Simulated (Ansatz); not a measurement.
Bi₈O₁₈H₁₂. Total charge 0; triplet. Geometry r2SCAN-D4/def2-SVP, that of the neutral singlet; atoms count from 1.

```xyz
38

Bi   -1.6874   -0.1190   -0.4359
Bi    1.1556    2.1012    1.5099
Bi    2.3131   -0.5297   -0.9565
Bi   -0.9096   -3.6274   -0.8345
Bi   -1.3558   -0.1662    3.1539
Bi   -0.0320    2.3108   -2.0497
Bi   -0.3707   -1.6199   -3.5263
Bi   -2.1131    3.4889    0.8120
O    -0.7892   -1.3361    1.3229
O     0.9699    0.2961    2.7650
O    -2.9644   -0.0507    1.6077
O    -1.5658   -2.1399    3.9258
O    -3.9102    2.4313    1.4410
O    -0.9938    2.2022    2.0344
O    -2.7805   -2.5526   -0.6549
O     0.3124    3.7701   -0.1277
O     4.2686   -1.4090   -0.7805
O     3.0501    1.1508    0.3918
O    -0.1287   -1.7153   -1.3042
O     1.8022   -1.5052    1.0211
O     0.3258    1.0234   -0.2304
O     2.2233    1.8082   -2.0967
O    -0.9373   -3.7005   -2.8790
O    -2.0163    2.2780   -0.9030
O     1.7934   -1.5756   -3.4718
O    -0.7806    0.3939   -2.7414
H     0.1973   -1.4954    1.2305
H     1.4291   -0.4384    2.2588
H    -3.4252    0.8355    1.6667
H    -1.4478   -2.7592    3.1903
H    -4.5175    2.3737    0.6865
H    -3.1451   -2.5966    0.2464
H     0.7898    4.6069   -0.2370
H     4.7571   -0.9072   -0.1098
H     3.1627    1.7890   -0.3444
H     2.5413   -2.0945    1.2366
H     2.5934    1.8670   -2.9917
H     2.1858   -2.3886   -3.8261
```

In the def2 sets Bi takes a core potential; there is no spin–orbit coupling. Single mean-field runs in def2-SVP are fitted with def2-universal-jkfit. At PBE0-D4/def2-SVP a singlet of charge 0 lies 3.82 eV below the triplet at the same geometry.

Estimate the Mulliken populations of the heavy atoms from the PBE0/def2-SVP orbitals of Ansatz.


```tsv
atom	charge (e)	spin (α − β)
Bi1	1.31	-0.01
Bi2	1.22	0.01
Bi3	1.22	0.01
Bi4	0.93	0.49
Bi5	1.21	0.01
Bi6	1.18	0.09
Bi7	1.03	0.43
Bi8	1.13	0.00
O9	-0.64	0.00
O10	-0.62	0.00
O11	-0.61	0.01
O12	-0.56	0.00
O13	-0.57	0.00
O14	-0.81	0.00
O15	-0.55	0.03
O16	-0.61	0.01
O17	-0.58	0.00
O18	-0.58	0.00
O19	-0.77	0.01
O20	-0.60	0.00
O21	-0.83	0.01
O22	-0.60	0.01
O23	-0.59	0.54
O24	-0.80	0.00
O25	-0.53	0.09
O26	-0.74	0.26
```
Mulliken values and Mayer orders depend strongly on the basis.

Where does the spin sit?

Summed by element: Bi 1.03, O 0.97, H 0.00, of 2 unpaired in all. Largest on single atoms: O23 0.54, Bi4 0.49, Bi7 0.43.

And the Mayer bond orders between bonded heavy atoms (over 0.3)?

Bi1–O9 0.43 (2.32 Å); Bi1–O11 0.43 (2.41 Å); Bi1–O19 0.32 (2.39 Å); Bi1–O21 0.42 (2.32 Å); Bi1–O24 0.34 (2.46 Å); Bi2–O10 0.66 (2.21 Å); Bi2–O14 0.60 (2.21 Å); Bi2–O16 0.31 (2.49 Å); Bi2–O18 0.45 (2.40 Å); Bi2–O21 0.55 (2.21 Å); Bi3–O17 0.87 (2.15 Å); Bi3–O18 0.52 (2.28 Å); Bi3–O20 0.54 (2.26 Å); Bi4–O15 0.69 (2.17 Å); Bi4–O19 0.64 (2.12 Å); Bi4–O23 0.80 (2.05 Å); Bi5–O9 0.52 (2.25 Å); Bi5–O10 0.39 (2.40 Å); Bi5–O11 0.59 (2.23 Å); Bi5–O12 0.92 (2.13 Å); Bi6–O16 0.35 (2.44 Å); Bi6–O21 0.52 (2.26 Å); Bi6–O22 0.55 (2.31 Å); Bi6–O24 0.53 (2.29 Å); Bi6–O26 0.63 (2.17 Å); Bi7–O19 0.57 (2.24 Å); Bi7–O23 0.59 (2.25 Å); Bi7–O25 0.73 (2.17 Å); Bi7–O26 0.61 (2.20 Å); Bi8–O13 0.72 (2.18 Å); Bi8–O14 0.84 (2.10 Å); Bi8–O24 0.83 (2.10 Å).
